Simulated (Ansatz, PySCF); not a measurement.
This Ansatz (a quantum-chemistry and plane-wave program) input computes a CCSD(T)/cc-pVDZ energy:

Ansatz 0.2 input:
```yaml
crystal:
  periodic: [false, false, false]
  atoms:
    - {symbol: B, position_ang: [0.00000000, 0.00000000, 0.00000000]}
    - {symbol: H, position_ang: [0.00000000, 0.00000000, 1.17438077]}
    - {symbol: H, position_ang: [-0.00000000, -0.00000000, -1.17438077]}
basis:
  gaussian:
    orbitals: cc-pVDZ
total_charge: 1
magnetization: {spin_polarized: false}
correlation: {method: ccsd_t, electrons: outside_noble_gas}
```

Question: Write an input for the same energy in PySCF and say what it gives.

Answer: 
```python
from pyscf import gto, scf, mp, cc as ccmod

mol = gto.M(
    atom='''
    B     0.00000000    0.00000000    0.00000000
    H     0.00000000    0.00000000    1.17438077
    H    -0.00000000   -0.00000000   -1.17438077
    ''',
    basis='cc-pvdz',
    charge=1,
    spin=0,
    verbose=4,
)

mf = scf.RHF(mol)
mf.conv_tol = 1e-10
mf.max_cycle = 100
mf.kernel()
mp2 = mp.MP2(mf, frozen=1).run()
cc = ccmod.CCSD(mf, frozen=1)
cc.max_cycle = 100
cc.kernel()
et = cc.ccsd_t()
print(f'E(CCSD(T)) = {cc.e_tot + et:.9f}')
```
It gives -25.54555 Eh, and Ansatz -25.54555 Eh, a difference of 0.00 mEh.
